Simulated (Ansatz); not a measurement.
`C[O][Zn][F]`, charge 0, multiplicity 1.

**Question.** Give a relaxed structure at PBE0-D4/def2-TZVP (Ansatz 0.2.0). (Estimate.)

**Answer.** Ansatz gave: 
Cartesian coordinates in Å:
```
C -0.269 1.027 0.029
O 0.397 0.013 -0.677
Zn 0.518 -1.669 -0.182
F 0.709 -3.356 0.195
H -1.343 0.829 0.144
H 0.153 1.197 1.028
H -0.165 1.959 -0.536
```
Point group Cs.
